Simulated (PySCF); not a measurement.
**HGeN + 2 HBr → GeBr₂ + NH₃**

Level: PBE0 in the def2-TZVP basis family, all electrons, no relativity, computed in PySCF with density fitting; open shells unrestricted.

```csv
species,state and structure,ZPE (kJ/mol),H(298 K) − H(0) (kJ/mol),S° (J/(mol K))
HGeN,"singlet, C∞v, Ge–H 1.520 Å, Ge–N 1.628 Å; H–Ge–N 180.0°",23.6,10.6,233.4
HBr,"singlet, C∞v, H–Br 1.421 Å",16.0,8.7,198.5
GeBr₂,"singlet, C2v, Ge–Br 2.342 Å (×2); Br–Ge–Br 101.0°",4.1,14.1,318.5
NH₃,"singlet, C3v, N–H 1.013 Å (×3); H–N–H 107.1° (×3)",90.6,10.0,192.4
```

Q: Is the gas-phase reaction uphill or downhill in electronic energy at this level, and by how much?

A: At PBE0/def2-TZVP, ΔE = -607.3 kJ/mol, downhill. 

Q: Add zero-point, thermal and entropy terms for 298.15 K and 1 bar.

A: ΔZPE = 39.1 and Δ[H(298) − H(0)] = -3.9 kJ/mol give ΔH° = -572.1 kJ/mol. ΔS° = -119.5 J/(mol K), so ΔG° = -572.1 − 298.15 × (-0.1195) = -536 kJ/mol.

Each species is the lowest minimum found with this bonding; other isomers or fragments can lie lower.
